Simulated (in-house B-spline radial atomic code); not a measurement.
# Ionising Pb VI (Pb5+) with different functionals

Computed with a radial B-spline atomic code at the basis-set limit: scalar-relativistic (spin-free X2C) Hamiltonian, Fermi nucleus of rms radius 5.5012 fm, spin-polarised at highest spin, spherical fractional occupations for the functionals, the average over the highest-spin determinants for Hartree-Fock. The ionisation energy is the difference of two self-consistent energies, [Xe] 4f14 5d9 → [Xe] 4f14 5d8, without Breit or QED terms; ε is the level of the shell that loses the electron (its least bound occupied spin orbital). There is no spin-orbit coupling in this Hamiltonian.

Hybrids are left out here: with spherical fractional occupations of an open shell their exact exchange keeps a self-interaction that integer-occupation calculations don't have.

```tsv
method	rung	ΔSCF (eV)	-ε(5d) (eV)
Hartree-Fock	Hartree-Fock	84.46	85.67
LDA VWN5	LDA	86.20	77.88
LDA PW92	LDA	86.19	77.88
LDA exchange-only	LDA	84.25	76.00
PBE	GGA	85.85	77.56
PBEsol	GGA	85.88	77.59
BLYP	GGA	85.66	77.37
RPBE	GGA	85.77	77.49
PW91	GGA	85.94	77.65
BP86	GGA	85.95	77.66
AM05	GGA	85.93	77.62
OLYP	GGA	86.13	77.83
TPSS	meta-GGA	85.82	77.55
SCAN	meta-GGA	86.05	77.85
r2SCAN	meta-GGA	86.11	77.90
revTPSS	meta-GGA	85.82	77.55
```

(1) How do they compare with the NIST value?

Answers

(1) NIST lists 83 eV ± 2 (tabulated theory, ground level to ground level). Errors run from +1.35 to +3.30 eV; all lie within about twice that uncertainty, so the table can't rank the methods. Hartree-Fock also lacks correlation.
